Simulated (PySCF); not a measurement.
## Computed properties of C2H9NSi3, SMILES [SiH3][Si@H]1CN=C[SiH2]1

C2H9NSi3, SMILES C1=NC[Si@@H]([SiH2]1)[SiH3]. Coordinates come from a B3LYP-D3(BJ)/def2-SVP optimisation. The structure was generated by enumeration; whether it is a known compound was not checked. The values are those of a single conformer. All values are computed for the isolated molecule unless a solvent is named; none is compared with measurement here.

**Structure.** All 39 harmonic modes at B3LYP-D3(BJ)/def2-SVP (PySCF) are real, so it is a minimum. With heavy atoms numbered as in [SiH3:1][Si@H:2]1[CH2:3][N:4]=[CH:5][SiH2:6]1, the shortest bond between them is N4–C5 at 1.274 Å and the longest Si1–Si2 at 2.343 Å.

**Vibrations.** The strongest infrared lines (harmonic, unscaled, degenerate partners summed) lie at 883 cm⁻¹ (224 km/mol, H 89 %, Si 9 %), 2217 cm⁻¹ (163 km/mol, H 96 %), 2211 cm⁻¹ (131 km/mol, H 97 %). The softest mode is at 26 cm⁻¹ and the zero-point energy is 62.3 kcal/mol.

**Electronic structure.** PBE0/def2-TZVP (PySCF) places the frontier levels at -6.68 and -1.04 eV, a gap of 5.64 eV, and gives a dipole moment of 0.80 D and a mean polarisability of 117.3 bohr³. PBE/def2-TZVP (PySCF) at the same geometry gives -5.48 and -2.09 eV, so its gap is 2.25 eV narrower. An orbital gap is neither the optical nor the fundamental gap.

**Excitations.** TDA-CAM-B3LYP/def2-SVPD (PySCF) has S1 at 4.04 eV (307 nm, f = 0.000, dark); the most intense of the 6 singlets computed lies at 6.60 eV (f = 0.11). T1 (TDA) is at 3.26 eV, 0.78 eV under S1. TDA-PBE/def2-SVPD (PySCF) puts S1 at 3.71 eV. No vertical singlet excitation falls in the visible range (under 3.1 eV).

**NMR.** GIAO shifts at HF/pcSseg-1 (PySCF) (non-relativistic, atoms alike by connectivity averaged): ¹³C from 46.9 to 183.4 ppm against TMS; ¹H from 3.4 to 9.4 ppm against TMS; ²⁹Si from -90.8 to -61.8 ppm against TMS.

**Solvation.** SMD-B3LYP/6-31G* (PySCF) gives 1.0 kcal/mol in water, -1.8 kcal/mol in benzene, -1.9 kcal/mol in tetrahydrofuran (1 M in both phases, gas-phase geometry).
